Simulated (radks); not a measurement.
The numbers below are computed, except where a source is named.
Pb LI, configuration [Ar] 3d10 4s2 4p2. Level of theory: scalar-relativistic Kohn-Sham, r2SCAN, spin-polarised, spherical densities, finite nucleus; open shells are filled with parallel spins first (spin-orbit coupling, left out, can overturn this in heavy ions); meta-GGA in the generalised Kohn-Sham scheme; Fermi nuclear charge, rms radius 5.5012 fm (a radial shooting solver on a logarithmic mesh with Libxc functionals).

Radial electron density D(r) = 4 pi r^2 rho(r):

r (bohr),D(r) (e/bohr),spin D(r)
0.0006898,7.189,-0.0000616
0.0007777,8.595,-0.0000622
0.0008769,10.25,-0.0000570
0.0009887,12.21,-0.0000421
0.001106,14.33,-0.0000141
0.001247,16.98,0.0000395
0.001406,20.05,0.000131
0.001585,23.59,0.000280
0.001787,27.65,0.000518
0.002015,32.27,0.000889
0.002272,37.48,0.00146
0.002562,43.30,0.00232
0.002888,49.70,0.00362
0.00323,56.19,0.00541
0.003642,63.59,0.00821
0.004107,71.36,0.0123
0.00463,79.30,0.0183
0.005221,87.17,0.0270
0.005886,94.69,0.0395
0.006637,101.5,0.0572
0.007483,107.2,0.0822
0.008437,111.5,0.117
0.009437,113.9,0.161
0.01064,114.7,0.224
0.012,113.6,0.307
0.01353,110.9,0.415
0.01525,107.2,0.550
0.0172,103.6,0.714
0.01939,101.0,0.904
0.02186,100.8,1.11
0.02465,103.9,1.32
0.02757,110.2,1.49
0.03108,120.1,1.61
0.03505,131.8,1.63
0.03951,142.9,1.52
0.04455,150.7,1.25
0.05023,152.8,0.851
0.05664,148.1,0.412
0.06386,137.8,0.0709
0.072,125.3,0.00153
0.08053,115.8,0.307
0.0908,111.8,1.05
0.1024,115.4,2.06
0.1154,124.2,2.93
0.1301,132.0,3.23
0.1467,132.0,2.67
0.1654,120.4,1.44
0.1865,98.75,0.250
0.2103,73.17,0.0515
0.2352,52.03,1.28
0.2652,36.34,3.87
0.2991,27.52,6.62
0.3372,22.19,8.14
0.3802,17.16,7.71
0.4286,11.56,5.77
0.4833,6.417,3.42
0.5449,2.834,1.59
0.6144,0.9702,0.568
0.6872,0.2772,0.169
0.7748,0.05383,0.0344
0.8736,0.007451,0.00498
0.985,0.0007082,0.000496

D(r) has 3 maxima, at r = 0.0105, 0.0490, 0.139 bohr, and minima at 0.0208, 0.0908 bohr, inside which lie 1.89, 10.98 electrons.
